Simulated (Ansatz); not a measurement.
[TaO2(OH)2]- (TaO₄H₂⁻). Total charge -1; singlet. Geometry PBE-D4/def2-SVPD; atoms count from 1.

```xyz
7

Ta    0.1010    0.1714   -0.3961
O     1.1184    0.7720   -1.7502
O    -1.6408    0.3094   -0.8166
O     0.4539    1.2830    1.2416
H    -0.3243    1.5900    1.7325
O     0.5248   -1.7645   -0.0566
H    -0.2330   -2.3613    0.0454
```

In the def2 sets Ta takes a core potential; there is no spin–orbit coupling.

Question: Estimate the Mulliken populations from the PBE0/def2-TZVPD orbitals of Ansatz.

Answer: 
```
atom  charge (e)  d electrons
 Ta1        1.75         2.50
  O2       -0.81            –
  O3       -0.81            –
  O4       -0.83            –
  H5        0.27            –
  O6       -0.83            –
  H7        0.27            –
```
Mulliken values and Mayer orders depend strongly on the basis. With diffuse functions, as here, like atoms can get unlike values, and bond orders can come out too low or too high.

Question: And the Mayer bond orders between bonded heavy atoms (over 0.3)?

Answer: Ta1–O2 1.72 (1.80 Å); Ta1–O3 1.71 (1.80 Å); Ta1–O4 0.70 (2.01 Å); Ta1–O6 0.70 (2.01 Å).
